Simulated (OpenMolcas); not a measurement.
## Ni⁶⁺: effect of the active space

| Property | Result |
| --- | --- |
| Program | OpenMolcas |
| Method | XMS-CASPT2, IPEA 0.25 Eh, imaginary shift 0.1 Eh |
| Basis | ANO-RCC-VTZP |
| Scalar Hamiltonian | DKH2, point nucleus |
| Spin-orbit coupling | state interaction with AMFI integrals over the reference wave functions, term energies averaged over their components |

A. 4 electrons in 5 orbitals (3d); 2S+1 = 5 even, 5 roots; 2S+1 = 3 even, 45 roots; 2S+1 = 1 even, 50 roots; closed shells correlated: 3s 3p; CASPT2 step of the order of 14 core-seconds
B. 4 electrons in 10 orbitals (3d 4d); 2S+1 = 5 even, 5 roots; 2S+1 = 3 even, 45 roots; 2S+1 = 1 even, 44 roots; closed shells correlated: 3s 3p; CASPT2 step roughly 14 core-minutes

Energies in eV above 3d4 5D0, the measured ground level; measured values from Corliss and Sugar, J. Phys. Chem. Ref. Data 10, 197 (1981).

```json
{"Level": "3d4 5D0", "A": "0.0000", "B": "0.0000", "Measured": "0.0000"}
{"Level": "3d4 5D1", "A": "0.0363", "B": "0.0364", "Measured": "0.0346"}
{"Level": "3d4 5D2", "A": "0.1050", "B": "0.1054", "Measured": "0.0997"}
{"Level": "3d4 5D3", "A": "0.2009", "B": "0.2021", "Measured": "0.1885"}
{"Level": "3d4 5D4", "A": "0.319", "B": "0.322", "Measured": "0.2966"}
{"Level": "3d4 3P0(1)", "A": "3.920", "B": "3.950", "Measured": "3.7291"}
{"Level": "3d4 3H4", "A": "4.099", "B": "4.109", "Measured": "3.9268"}
{"Level": "3d4 3P1(1)", "A": "4.136", "B": "4.167", "Measured": "3.9472"}
{"Level": "3d4 3H5", "A": "4.183", "B": "4.195", "Measured": "4.0030"}
{"Level": "3d4 3H6", "A": "4.269", "B": "4.285", "Measured": "4.0762"}
{"Level": "3d4 3F2(1)", "A": "4.450", "B": "4.482", "Measured": "4.2461"}
{"Level": "3d4 3F3(1)", "A": "4.461", "B": "4.491", "Measured": "4.2548"}
{"Level": "3d4 3P2(1)", "A": "4.481", "B": "4.514", "Measured": "4.2843"}
{"Level": "3d4 3F4(1)", "A": "4.498", "B": "4.530", "Measured": "4.2869"}
{"Level": "3d4 3G3", "A": "4.946", "B": "4.942", "Measured": "4.7312"}
{"Level": "3d4 3G4", "A": "5.029", "B": "5.029", "Measured": "4.8039"}
{"Level": "3d4 3G5", "A": "5.097", "B": "5.098", "Measured": "4.8660"}
{"Level": "3d4 3D3", "A": "6.058", "B": "6.045", "Measured": ""}
{"Level": "3d4 3D2", "A": "6.086", "B": "6.073", "Measured": ""}
{"Level": "3d4 1G4(1)", "A": "6.110", "B": "6.156", "Measured": ""}
{"Level": "3d4 3D1", "A": "6.121", "B": "6.105", "Measured": ""}
{"Level": "3d4 1I6", "A": "6.180", "B": "6.203", "Measured": ""}
{"Level": "3d4 1F3", "A": "8.628", "B": "8.623", "Measured": ""}
{"Level": "3d4 3P2(2)", "A": "10.067", "B": "10.048", "Measured": ""}
```

Deviations, from unrounded energies. A percentage is the sum of absolute deviations over the sum of measured energies, with the sign that they share, or ± where signs differ.

```tsv
Against measurement	Levels	A	B
mean absolute deviation (cm-1)	16	1200	1400
fine structure of the ground term (%)	4	+6.8	+7.5
other terms of the ground configuration (%)	12	+4.7	+5.2
```

A lies closest to measurement on these levels. The largest miss of A in the table is 3d4 3G5, by +1900 cm-1. The ranking rests on the paired levels alone, and a cruder setting can come out closer through cancelling errors.

The spin-orbit steps hold different terms of 3d4 (B lacks a 1D, a 1S), which shifts levels as well.

The two smallest mean deviations differ by little beside CASPT2's spread within terms, so their order carries little weight.

Between A and B the level of the table that moves most is 3d4 1G4(1), by 370 cm-1 (lowest in A, highest in B). Moves below CASPT2's spread within the term are not significant.

CASPT2 does not keep the components of a term degenerate, so their means are used; among the terms shown or strongly mixed into the levels shown the widest spread is 1100 cm-1 (3d4 1I, A). The CASPT2 spread within a term exceeds the gap to the next term for 3d4 1G(1) and 3d4 3D, 3d4 3D and 3d4 1I, so the order of their levels is uncertain (figures for A; the like holds for B). Active for correlation alone: 4d; no level in the range computed is led by a configuration that fills it, so any true level of that kind is missing (holds for B). Measured partners are found by configuration, term and J. A level has none where our copy of the source lacks it or the pairing is in doubt (some pairs that miss far off the trend of their configuration count as doubtful), and it then counts in no deviation. Only configurations of the active space appear. The table leaves out levels that lie high or whose names do not pair safely across all columns.

A number in round brackets counts repeated terms of one configuration in the order of the reference energies.
